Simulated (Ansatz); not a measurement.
Isolated molecules relaxed with PBE0-D4/def2-TZVP in Ansatz; ΔE leaves out vibrations. CCSD(T)/CBS adds triple-zeta CCSD(T) − MP2 to the extrapolated MP2 energy (def2 sets, frozen cores). def2 core potentials past Kr. For W outer-core shells are correlated without core-valence functions, which leaves a few kJ/mol of doubt a bond. Each species was taken in one conformer, which may not be the lowest.

Consider the redistribution: `C[Si](N)(O)F` + `C[O][W](=[O])([F])=[S]` → `CO[Si](C)(N)F` + `[O]=[W]([OH])([F])=[S]`.

```tsv
level	ΔE (kcal/mol)
MP2/def2-TZVPP	5.0
SCS-MP2/def2-QZVPP	4.5
```

(1) What does CCSD(T)/CBS give? (Best estimate.)

Largest T1 diagnostic among the species: 0.023, so the coupled-cluster value is less sure than usual.

## Answers

(1) Ansatz gave: +4.0 kcal/mol. The listed levels differ from it by 1.0, 0.5 kcal/mol.
